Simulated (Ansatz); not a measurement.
C$_{2}$H$_{8}$BBrGaN, SMILES `C[N](C)[GaH][BH]Br`. Charge 0, multiplicity 1.

```xyz
14

C    -0.7059   -0.1183   -1.8741
N    -0.1317   -0.1347   -0.5537
C     0.7752   -1.2360   -0.3591
Ga   -0.5226    1.1135    0.7253
B     0.4111    0.9117    2.5863
Br    0.0362    2.1721    3.9656
H    -1.2705   -1.0398   -2.0790
H     0.0702   -0.0383   -2.6495
H    -1.3862    0.7275   -1.9881
H     1.1934   -1.2229    0.6489
H     1.6111   -1.2000   -1.0730
H     0.2715   -2.2029   -0.5041
H    -1.5395    2.2040    0.2440
H     1.1874    0.0639    2.9105
```

(1) List the harmonic frequencies (cm⁻¹, unscaled) at PBE0-D4/def2-TZVP in Ansatz. (An estimate is asked.)

Results:

(1) Computed: 16i, 63, 99, 134, 194, 244, 260, 301, 328, 447, 490, 569, 631, 647, 739, 1007, 1021, 1084, 1113, 1160, 1236, 1300, 1437, 1461, 1468, 1477, 1493, 1514, 1971, 2630, 2976, 2982, 3013, 3021, 3119, 3121.
